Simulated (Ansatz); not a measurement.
```yaml
crystal:
  periodic: [false, false, false]
  atoms:
    - {symbol: Si, position_ang: [-3.127117, -1.522680, -0.920234]}
    - {symbol: Si, position_ang: [-3.202466, 1.110122, 1.169677]}
    - {symbol: Si, position_ang: [-0.035951, 1.178117, 0.695881]}
    - {symbol: Si, position_ang: [1.527525, -0.597999, 1.539046]}
    - {symbol: Si, position_ang: [3.801164, 0.532313, -0.308444]}
    - {symbol: Si, position_ang: [-0.078066, -0.851862, -0.878083]}
    - {symbol: Si, position_ang: [0.792572, 1.261606, -1.602332]}
    - {symbol: O, position_ang: [-3.024102, -0.189700, 0.113197]}
    - {symbol: O, position_ang: [3.054595, -0.188318, 1.042088]}
    - {symbol: O, position_ang: [-1.519592, 1.520572, 1.293394]}
    - {symbol: O, position_ang: [0.882355, -1.573230, 0.245893]}
    - {symbol: O, position_ang: [2.365723, 0.970087, -1.111550]}
    - {symbol: O, position_ang: [-1.436649, -1.649037, -1.278544]}
basis:
  gaussian: {orbitals: def2-TZVP, initial_orbitals: start.molden}
total_charge: 1
magnetization: {spin_polarized: true, initial_magnetization: 1}
hamiltonian: {xc: pbe0, dispersion: d4}
scf: {omitted_lower_state_checks: [starts]}
output: {orbitals: {seedname: orbitals}}
```

The file start.molden holds the orbitals of an earlier run on this structure, at another level or in another basis.

```sh
$ ansatz run in.yaml --threads 4 --pin off --events-out ev --progress --plain --max-ram 6963MiB
```

(1) Does this run fit into the memory that it is given?

## Answers

(1) No. It has 445 basis functions, and Ansatz plans for 7.28 GiB where 6.79 GiB are given.
